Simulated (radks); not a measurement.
N+, 6 electrons, occupied as [He] 2s2 2p2.

Calculated with a radial shooting solver on a logarithmic mesh with Libxc functionals: scalar-relativistic Kohn-Sham, r2SCAN, spin-polarised, spherical densities, finite nucleus; open shells are filled with parallel spins first; meta-GGA in the generalised Kohn-Sham scheme; Fermi nuclear charge, rms radius 2.5582 fm.

Energy parts (hartree):
part                      energy
total                  -54.04777
kinetic                 53.97322
electron-nucleus      -124.06833
Hartree                 22.34773
exchange-correlation    -6.30039

Orbitals (lengths in bohr, moments of r in powers of bohr):
| orbital | occ. | eigenvalue (hartree) | <1/r> |
|---|---|---|---|
| 1s up | 1 | -14.94374 | 6.640 |
| 1s down | 1 | -14.88400 | 6.663 |
| 2s up | 1 | -1.29682 | 1.179 |
| 2s down | 1 | -1.11135 | 1.126 |
| 2p up | 2 | -0.82760 | 1.058 |
| 2p down | 0 | -0.64504 | 0.9988 |

The highest occupied level is 2p up at -22.520 eV. Spin moment in Bohr magnetons: 2. Summed over all electrons, <r^2> = 7.789 bohr^2, which gives a Langevin (diamagnetic) susceptibility term of -6.17 x 10^-6 cm^3/mol. The spin density at the nucleus is 0.0565 e/bohr^3 (1s -0.5982, 2s 0.6547).
